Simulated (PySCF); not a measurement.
Unknown compound

The spectra below were simulated for a compound C7H13NOSi.

1H NMR (400 MHz, computed): δ 6.22 (br s, 1H), 5.95 (br s, 1H), 5.30 (br s, 1H), 5.16 (s, 2H), 5.06 (br s, 1H), 3.38 (s, 2H), 2.05 (s, 3H), 0.38 (br s, 2H).

13C{1H} NMR (computed): δ 216.8 (C), 161.0 (C), 150.0 (C), 134.0 (CH2), 120.1 (CH2), 56.3 (CH2), 26.9 (CH3).

- shieldings: GIAO PBE0/pcSseg-1
- geometry: GFN2-xTB
- code: PySCF 2.14
- one conformer, fast rotation and ring inversion assumed for equivalent nuclei, no solvent, no relativistic terms

Shifts are taken against calculated references (same method and geometry level): TMS for 1H, 13C.

Task: Propose a structure and justify it.

Result: 
The formula gives 3 degrees of unsaturation (no ring in the answer). 7 carbon signals for 7 carbons: no two carbons are equivalent. Carbon types of the structure: 3 × C, 3 × CH2, 1 × CH3, leaving 4 H on heteroatoms. δC 216.8: ketone carbonyl carbon; the double bond to the heteroatom, with no lone-pair donor beside it, deshields it most. δC 161.0: α carbon of a C=C–C=O unit; as expected for a trigonal carbon in a double bond. δC 150.0: fully substituted alkene carbon; as expected for a trigonal carbon in a double bond. δC 134.0: β carbon of a C=C–C=O unit; conjugation with the carbonyl draws π density from the β position. δC 120.1: terminal =CH2 carbon; an sp2 carbon of a C=C bond. δH 6.22, 5.95: hydrogen on a β carbon of a C=C–C=O unit; a vinylic proton, deshielded by the sp2 carbon and the C=C anisotropy. δH 0.38: hydrogen on a nitrogen bonded to Si; labile proton, position sensitive to the medium.

Structure: SMILES C=C(C)CC(=O)C(=C)[SiH2]N.

The shifts were computed for this structure.

Exchangeable OH/NH protons stand at their gas-phase positions; hydrogen bonding in a real sample shifts them, mostly to higher δ. Shifts are as computed. Against solution values, carbons near 30 ppm lie about +3 ppm off and those near 130 ppm about +5 ppm. Of 1309 compounds with measured shifts, 239 miss one by over three times the rms of a fit or turn the order of signals round; such compounds aren't used in these exercises. No couplings were computed; multiplicities are counted from neighbouring protons, with m where these are inequivalent, close in shift, in a saturated or five-membered ring or joined by F or P, and br s for small geminal =CH2 splittings.
